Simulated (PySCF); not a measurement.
Be(I)(SH) (BeHIS), SMILES [Be]([SH])[I].

Geometry optimised at B3LYP-D3(BJ)/def2-TZVP. The def2 effective core potentials stand for the cores of I; spin–orbit coupling is left out. One conformer was computed; it need not be the lowest.

The numbers are results of TDDFT-ωB97X/def2-SVPD (PySCF 2.14.0), not measurements.

Vertical excitations. Isolated molecule, no solvent. State labels are in the subgroup Cs.

```csv
state,symmetry,energy (eV),λ (nm),f,main pairs
S1,A",5.61,221,0.000,HOMO→LUMO 85 %
S2,A",6.22,199,0.001,"HOMO−2→LUMO 57 %, HOMO→LUMO+1 22 %, HOMO→LUMO 9 %"
S3,A',6.27,198,0.000,"HOMO−1→LUMO 61 %, HOMO→LUMO+2 31 %"
S4,A",6.35,195,0.001,"HOMO→LUMO+1 63 %, HOMO−2→LUMO 25 %"
S5,A",6.60,188,0.000,HOMO−1→LUMO+2 94 %
S6,A',6.74,184,0.078,HOMO−1→LUMO+1 82 %
S7,A',6.82,182,0.340,"HOMO→LUMO+2 50 %, HOMO−1→LUMO 18 %, HOMO−2→LUMO+2 12 %"
S8,A",6.86,181,0.120,"HOMO−2→LUMO+1 57 %, HOMO→LUMO+3 16 %"
S9,A',7.26,171,0.067,"HOMO−3→LUMO 48 %, HOMO−2→LUMO+2 25 %, HOMO−1→LUMO 8 %"
S10,A',7.48,166,0.001,"HOMO−2→LUMO+2 45 %, HOMO−3→LUMO 37 %"
T1,A",5.46,227,0,HOMO→LUMO 74 %
T2,A',5.84,212,0,"HOMO−1→LUMO 76 %, HOMO→LUMO+2 18 %"
T3,A',5.93,209,0,"HOMO→LUMO+2 67 %, HOMO−1→LUMO 17 %"
T4,A",6.00,207,0,"HOMO→LUMO+1 37 %, HOMO−2→LUMO 27 %, HOMO→LUMO 18 %"
```
Triplets are in the Tamm–Dancoff approximation, which puts them higher than full response would, so one can lie above its singlet here.
